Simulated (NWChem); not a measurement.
The numbers come from NWChem runs, not from measurements. System: 2-butanone (C₄H₈O), charge 0, spin multiplicity 1, at a geometry optimised with B3LYP/def2-SVP. Level: G0W0@HF/def2-SVP, RI basis def2-svp-rifit.

The NWChem input:

```
start mol
memory heap 200 mb stack 700 mb global 1700 mb
geometry units angstroms nocenter noautoz noautosym
  C      1.837992     0.519914    -0.266577
  C      0.848650    -0.285822     0.591225
  C     -0.547684    -0.281433    -0.024706
  C     -1.492193     0.820684     0.420353
  O     -0.872763    -1.110139    -0.845836
  H      2.845608     0.500239     0.176496
  H      1.534981     1.575789    -0.358346
  H      1.902980     0.097250    -1.281074
  H      1.177332    -1.335174     0.647118
  H      0.817554     0.123947     1.614803
  H     -0.998989     1.806125     0.389738
  H     -1.788930     0.646844     1.469259
  H     -2.389022     0.826035    -0.213077
end
basis spherical
  * library def2-svp
end
basis "ri basis" bse spherical
  * library def2-svp-rifit
end
dft
  xc hfexch
  iterations 100
  direct
  tolerances tight
end
task dft energy
gw
  states alpha occ 4 vir 2
end
task dft gw
```

Part of the output:

```
             Northwest Computational Chemistry Package (NWChem) 7.3.0
             --------------------------------------------------------

                                NWChem Input Module
                                -------------------

 Scaling coordinates for geometry "geometry" by  1.889725989
 (inverse scale =  0.529177249)

                             Geometry "geometry" -> ""
                             -------------------------

 Output coordinates in angstroms (scale by  1.889725989 to convert to a.u.)

  No.       Tag          Charge          X              Y              Z
 ---- ---------------- ---------- -------------- -------------- --------------
    1 C                    6.0000     1.83799200     0.51991400    -0.26657700
    2 C                    6.0000     0.84865000    -0.28582200     0.59122500
    3 C                    6.0000    -0.54768400    -0.28143300    -0.02470600
    4 C                    6.0000    -1.49219300     0.82068400     0.42035300
    5 O                    8.0000    -0.87276300    -1.11013900    -0.84583600
    6 H                    1.0000     2.84560800     0.50023900     0.17649600
    7 H                    1.0000     1.53498100     1.57578900    -0.35834600
    8 H                    1.0000     1.90298000     0.09725000    -1.28107400
    9 H                    1.0000     1.17733200    -1.33517400     0.64711800
   10 H                    1.0000     0.81755400     0.12394700     1.61480300
   11 H                    1.0000    -0.99898900     1.80612500     0.38973800
   12 H                    1.0000    -1.78893000     0.64684400     1.46925900
   13 H                    1.0000    -2.38902200     0.82603500    -0.21307700

 Effective nuclear repulsion energy (a.u.)     175.4763413198

            Nuclear Dipole moment (a.u.)
            ----------------------------
        X                 Y               Z
 ---------------- ---------------- ----------------
     0.0000000000     0.0000018897    -0.0000018897


 Summary of "ao basis" -> "" (spherical)
 ------------------------------------------------------------------------------
       Tag                 Description            Shells   Functions and Types
 ---------------- ------------------------------  ------  ---------------------
 *                          def2-svp                  on all atoms

 new library libraries.bse/

 Summary of "ri basis" -> "" (spherical)
 ------------------------------------------------------------------------------
       Tag                 Description            Shells   Functions and Types
 ---------------- ------------------------------  ------  ---------------------
 *                       def2-svp-rifit               on all atoms

  xc_inp: hfexch multiplicative factor not found.

                                 NWChem DFT Module
                                 -----------------

 Summary of "ao basis" -> "ao basis" (spherical)
 ------------------------------------------------------------------------------
       Tag                 Description            Shells   Functions and Types
 ---------------- ------------------------------  ------  ---------------------
 C                          def2-svp                 6       14   3s2p1d
 O                          def2-svp                 6       14   3s2p1d
 H                          def2-svp                 3        5   2s1p

 Summary of "ao basis" -> "ao basis" (spherical)
 ------------------------------------------------------------------------------
       Tag                 Description            Shells   Functions and Types
 ---------------- ------------------------------  ------  ---------------------
 C                          def2-svp                 6       14   3s2p1d
 O                          def2-svp                 6       14   3s2p1d
 H                          def2-svp                 3        5   2s1p

            General Information
            -------------------
          SCF calculation type: DFT
          Wavefunction type:  closed shell.
          No. of atoms     :    13
          No. of electrons :    40
           Alpha electrons :    20
            Beta electrons :    20
          Charge           :     0
          Spin multiplicity:     1
          Use of symmetry is: off; symmetry adaption is: off
          Maximum number of iterations: 100
          This is a Direct SCF calculation.
          AO basis - number of functions:   110
                     number of shells:    54
          Convergence on energy requested:  1.00D-06
          Convergence on density requested:  1.00D-05
          Convergence on gradient requested:  5.00D-04

              XC Information
              --------------
                     Hartree-Fock (Exact) Exchange  1.000

          Convergence Information
          -----------------------
          Convergence aids based upon iterative change in
          total energy or number of iterations.
          Levelshifting, if invoked, occurs when the
          HOMO/LUMO gap drops below (HL_TOL):  1.00D-02
          DIIS, if invoked, will attempt to extrapolate
          using up to (NFOCK): 10 stored Fock matrices.

                    Damping( 0%)  Levelshifting(0.5)       DIIS
                  --------------- ------------------- ---------------
          dE  on:    start            ASAP                start
          dE off:    2 iters        100 iters           100 iters

      Screening Tolerance Information
      -------------------------------
          Density screening/tol_rho:  1.00D-10
          AO Gaussian exp screening on grid/accAOfunc:  14
          CD Gaussian exp screening on grid/accCDfunc:  20
          XC Gaussian exp screening on grid/accXCfunc:  20
          Schwarz screening/accCoul:  1.00D-08

      Superposition of Atomic Density Guess
      -------------------------------------

 Sum of atomic energies:        -229.18462805

      Non-variational initial energy
      ------------------------------

 Total energy =    -232.230592
 1-e energy   =    -656.261582
 2-e energy   =     248.554650
 HOMO         =      -0.321015
 LUMO         =      -0.015813

   convergence    iter        energy       DeltaE   RMS-Dens  Diis-err    time
 ---------------- ----- ----------------- --------- --------- ---------  ------
 d= 0,ls=0.0,diis     1   -230.7122956035 -4.06D+02  8.99D-03  8.20D-01     2.0
 d= 0,ls=0.0,diis     2   -230.7809354734 -6.86D-02  4.72D-03  4.35D-01     3.5
 d= 0,ls=0.0,diis     3   -230.8207680829 -3.98D-02  1.26D-03  1.02D-02     4.9
 d= 0,ls=0.0,diis     4   -230.8230063012 -2.24D-03  4.73D-04  7.45D-04     6.3
 d= 0,ls=0.0,diis     5   -230.8231920901 -1.86D-04  2.67D-04  1.32D-04     7.8
 d= 0,ls=0.0,diis     6   -230.8232364333 -4.43D-05  9.30D-05  2.08D-05     9.2
 d= 0,ls=0.0,diis     7   -230.8232426573 -6.22D-06  1.95D-05  1.52D-06    10.7
 d= 0,ls=0.0,diis     8   -230.8232431138 -4.57D-07  3.10D-06  6.92D-08    12.1

         Total DFT energy =     -230.823243113817
      One electron energy =     -660.359000323682
           Coulomb energy =      285.820718888664
    Exchange-Corr. energy =      -31.761302998631
 Nuclear repulsion energy =      175.476341319833

 Numeric. integr. density =        0.000000000000

     Total iterative time =     11.6s

                       DFT Final Molecular Orbital Analysis
                       ------------------------------------

 Vector   18  Occ=2.000000D+00  E=-5.014144D-01
              MO Center=  1.0D+00,  4.3D-02,  1.7D-01, r^2= 3.1D+00
   Bfn.  Coefficient  Atom+Function         Bfn.  Coefficient  Atom+Function
  ----- ------------  ---------------      ----- ------------  ---------------
    91      0.262573  10 H  s                81      0.234096   8 H  s
    86     -0.224932   9 H  s                19      0.198720   2 C  py
    76     -0.199339   7 H  s                20      0.196482   2 C  pz
     6     -0.177378   1 C  pz                5     -0.171773   1 C  py
    60      0.131816   5 O  px               92      0.131736  10 H  s

 Vector   19  Occ=2.000000D+00  E=-4.800707D-01
              MO Center= -3.3D-01, -4.8D-01, -2.9D-01, r^2= 2.9D+00
   Bfn.  Coefficient  Atom+Function         Bfn.  Coefficient  Atom+Function
  ----- ------------  ---------------      ----- ------------  ---------------
    62      0.322109   5 O  pz               61     -0.248155   5 O  py
    65      0.237873   5 O  pz               64     -0.185957   5 O  py
    19      0.168274   2 C  py               34      0.161664   3 C  pz
     5     -0.158054   1 C  py               33     -0.146226   3 C  py
    86     -0.142936   9 H  s                60     -0.136184   5 O  px

 Vector   20  Occ=2.000000D+00  E=-4.069959D-01
              MO Center= -5.3D-01, -5.3D-01, -2.9D-01, r^2= 2.5D+00
   Bfn.  Coefficient  Atom+Function         Bfn.  Coefficient  Atom+Function
  ----- ------------  ---------------      ----- ------------  ---------------
    60      0.447316   5 O  px               63      0.365728   5 O  px
    18      0.241178   2 C  px               32     -0.215559   3 C  px
    61     -0.215074   5 O  py               47     -0.182846   4 C  py
    45      0.175740   4 C  s                64     -0.171970   5 O  py
    17     -0.164096   2 C  s                21      0.163582   2 C  px

 Vector   21  Occ=0.000000D+00  E= 1.474562D-01
              MO Center=  1.3D-01, -9.2D-02,  2.4D-01, r^2= 5.3D+00
   Bfn.  Coefficient  Atom+Function         Bfn.  Coefficient  Atom+Function
  ----- ------------  ---------------      ----- ------------  ---------------
     3      1.184176   1 C  s                17      0.753267   2 C  s
    72     -0.735369   6 H  s                45      0.670175   4 C  s
   102     -0.649247  12 H  s                92     -0.556504  10 H  s
    87     -0.552769   9 H  s                77     -0.409356   7 H  s
    31     -0.335389   3 C  s                36     -0.279213   3 C  py

 Vector   22  Occ=0.000000D+00  E= 1.678695D-01
              MO Center= -3.9D-01,  9.8D-01,  3.7D-01, r^2= 5.9D+00
   Bfn.  Coefficient  Atom+Function         Bfn.  Coefficient  Atom+Function
  ----- ------------  ---------------      ----- ------------  ---------------
    45      2.092747   4 C  s                97     -1.222410  11 H  s
    17      1.026597   2 C  s                77     -0.714798   7 H  s
     3      0.699853   1 C  s                92     -0.656804  10 H  s
   107     -0.650280  13 H  s                31     -0.600015   3 C  s
   102     -0.596745  12 H  s                82     -0.389869   8 H  s

 Vector   23  Occ=0.000000D+00  E= 2.043173D-01
              MO Center=  4.6D-01,  6.0D-01,  3.7D-01, r^2= 9.5D+00
   Bfn.  Coefficient  Atom+Function         Bfn.  Coefficient  Atom+Function
  ----- ------------  ---------------      ----- ------------  ---------------
     3      2.651424   1 C  s                45     -1.672980   4 C  s
   102      1.373502  12 H  s                82     -1.094664   8 H  s
    72     -1.006273   6 H  s                77     -0.934160   7 H  s
    17     -0.859647   2 C  s               107      0.565944  13 H  s
    92      0.532698  10 H  s                51     -0.407946   4 C  pz

 center of mass
 --------------
 x =  -0.08058500 y =  -0.11020416 z =  -0.06350397

 moments of inertia (a.u.)
 ------------------
         240.952709610588         -30.825332388071          -5.520971241419
         -30.825332388071         512.690387695615         -55.798698460452
          -5.520971241419         -55.798698460452         569.545445138390

     Multipole analysis of the density
     ---------------------------------

     L   x y z        total         alpha         beta         nuclear
     -   - - -        -----         -----         ----         -------
     0   0 0 0     -0.000000    -20.000000    -20.000000     40.000000

     1   1 0 0      0.413417      0.206709      0.206709      0.000000
     1   0 1 0      0.874256      0.437127      0.437127      0.000002
     1   0 0 1      0.822253      0.411127      0.411127     -0.000002

     2   2 0 0    -23.353394   -140.018967   -140.018967    256.684539
     2   1 1 0     -1.894952     -6.711695     -6.711695     11.528439
     2   1 0 1     -1.470923      0.368422      0.368422     -2.207767
     2   0 2 0    -25.361895    -58.018013    -58.018013     90.674132
     2   0 1 1     -1.737684    -15.137926    -15.137926     28.538168
     2   0 0 2    -24.535839    -41.718657    -41.718657     58.901476

 Task  times  cpu:       12.1s     wall:       12.1s

                                NWChem Input Module
                                -------------------

                                 NWChem GW Module
                                 ----------------

                             ***********************
                             ***        GW       ***
                             ***********************

 Summary of "ri basis" -> "ri basis" (spherical)
 ------------------------------------------------------------------------------
       Tag                 Description            Shells   Functions and Types
 ---------------- ------------------------------  ------  ---------------------
 C                       def2-svp-rifit             16       48   6s5p4d1f
 O                       def2-svp-rifit             16       48   6s5p4d1f
 H                       def2-svp-rifit              6       14   3s2p1d

                 Memory Information
                 ------------------
          Available GA per process is          1699.9 MBs
          Available stack per process is        700.0 MBs
          Available heap per process is         199.9 MBs

          Peak memory in Initialization
              Peak GA per process is                  7.5 MBs
              Peak stack per process is               0.1 MBs
              Peak heap per process is                7.8 MBs
              Memory not in MA per process            0.0 MBs

          Peak memory in AFF Calculation
              Peak GA per process is                 35.9 MBs
              Peak stack per process is              24.7 MBs
              Peak heap per process is                0.0 MBs
              Memory not in MA per process           24.7 MBs

          Computing 2-center integrals
          Computing Inverse Cholesky factor
          Computing 3-center integrals
          Computing V_xc ...
          Computing Sigma_x
          Computing RPA polarizability
          Solving quasiparticle equations

                  Alpha Orbitals
          State     Energy (eV)     Error (eV)
          -----------------------------------
@GW        17        -13.686           0.004
@GW        18        -13.143           0.003
@GW        19        -12.457           0.004
@GW        20         -9.829           0.003
@GW        21          2.977           0.002
@GW        22          3.772           0.002

   Applying   1.2462 eV scissor-shift to rest of particle states

   Applying  -1.0356 eV scissor-shift to rest of hole states

     GW Timing Statistics
   ------------------------
   Init.   :          0.1s
     ERIs  :          1.5s
     Distr.:          0.0s
     Vxc   :          1.4s
   Sigma_x :          0.0s
   RPA     :          1.8s
   Wmn     :          0.0s
   Sigma_c :          0.0s
   GW total:          4.8s

 Task  times  cpu:        4.8s     wall:        4.8s

 Total times  cpu:       16.9s     wall:       16.9s
```
